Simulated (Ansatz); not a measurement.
Input for Ansatz (development build ahead of 0.2.0):

```yaml
crystal:
  periodic: [false, false, false]
  atoms:
    - { symbol: C, position_ang: [0.0, 0.705, 0.0] }
    - { symbol: C, position_ang: [-1.41, 0.705, 0.0] }
    - { symbol: C, position_ang: [-1.41, -0.705, 0.0] }
    - { symbol: C, position_ang: [0.0, -0.705, 0.0] }
    - { symbol: C, position_ang: [1.2211, 1.41, 0.0] }
    - { symbol: C, position_ang: [2.44219, 0.705, 0.0] }
    - { symbol: C, position_ang: [2.44219, -0.705, 0.0] }
    - { symbol: C, position_ang: [1.2211, -1.41, 0.0] }
    - { symbol: C, position_ang: [3.85219, 0.705, 0.0] }
    - { symbol: C, position_ang: [3.85219, -0.705, 0.0] }
    - { symbol: H, position_ang: [-2.17721, 1.47221, 0.0] }
    - { symbol: H, position_ang: [-2.17721, -1.47221, 0.0] }
    - { symbol: H, position_ang: [1.2211, 2.495, 0.0] }
    - { symbol: H, position_ang: [1.2211, -2.495, 0.0] }
    - { symbol: H, position_ang: [4.6194, 1.47221, 0.0] }
    - { symbol: H, position_ang: [4.6194, -1.47221, 0.0] }
basis:
  gaussian: { orbitals: def2-TZVP }
hamiltonian:
  xc: pbe0
```

The input is written out in the form of the current development build from the run's settings.

Results

```
Converged                       : yes
Total energy                    : -384.09871 hartree
Spin squared of the determinant : 0.000
Stability test                  : minimum among restricted orbitals
```

Caution: an unrestricted determinant lies well below.
